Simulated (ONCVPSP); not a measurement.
# Configuration tests for neon (Ne) (ONCV)

```
Element                 : Ne (Z = 10)
Generator               : ONCVPSP 4.0.1
Type                    : optimised norm-conserving Vanderbilt (ONCV)
Functional              : PBEsol
Relativity              : scalar-relativistic
Frozen core             : [He]
Valence charge          : 8
Reference configuration : 2s2 2p6
Partial waves           : 2s: rc 0.70 bohr, ncon 4, nbas 7, qcut 9.4 1/bohr, 2 projectors, debl 2.7 Ha; 2p: rc 1.10 bohr, ncon 3, nbas 6, qcut 9.8 1/bohr, 3 projectors, debl 2.1 Ha; d scattering state at 0.13 Ha: rc 1.05 bohr, ncon 4, nbas 8, qcut 8.3 1/bohr, 1 projector
Local potential         : polynomial inside 0.45 bohr (lpopt 5, dvloc0 6 Ha)
Core correction         : Teter function, fcfact 2, rcfact 1.2
```

Energies are relative to the spin-unpolarised reference configuration 2s2 2p6; without spin polarisation the order of configurations can differ from experiment.

| valence configuration | charge | ΔE all-electron (eV) | error AE − PS (meV) |
| --- | --- | --- | --- |
| 2s2 2p5 | +1 | 22.399 | +29 |
| 2s2 2p5.5 | +0.5 | 8.833 | +7.8 |

Task: What are ΔE and the potential's error for 2s2 2p4?

Result: ΔE = 65.560 eV all-electron; the error (AE − PS) is +213 meV.

Task: What are ΔE and the potential's error for 2s2 2p3?

Result: ΔE = 132.845 eV all-electron; the error (AE − PS) is +803 meV.
